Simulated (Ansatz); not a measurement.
ClH$_{3}$MoO$_{3}$S, SMILES `[OH][Mo]([OH])([OH])(=[S])[Cl]` at its PBE0-D4/def2-TZVP geometry, where that method's forces vanish. Charge 0, multiplicity 1. Mo takes the def2 core potential.

```xyz
9

O     1.7802   -0.0183    0.3482
Mo   -0.0451   -0.1990    0.0323
O    -1.6259    0.5762   -0.5708
O    -0.4789    0.0704    1.8155
S    -0.2874   -2.2259   -0.3778
Cl    0.6941    0.8633   -2.0196
H     2.3459    0.4314   -0.2879
H    -1.6325    1.1276   -1.3600
H    -0.7506   -0.6256    2.4200
```

(1) What forces (eV/Å) does r2SCAN-D4/def2-TZVPP give on these atoms in the Gaussian-basis code of Ansatz? (An estimate is asked.)

Answers

(1) Computed: 
```
O1   0.317 -0.012  0.129
Mo2  0.079  0.274 -0.118
O3  -0.324  0.100 -0.044
O4  -0.062  0.103  0.291
S5  -0.071 -0.549 -0.091
Cl6  0.045  0.074 -0.120
H7   0.017  0.024 -0.031
H8   0.009  0.025 -0.033
H9  -0.011 -0.040  0.018
```
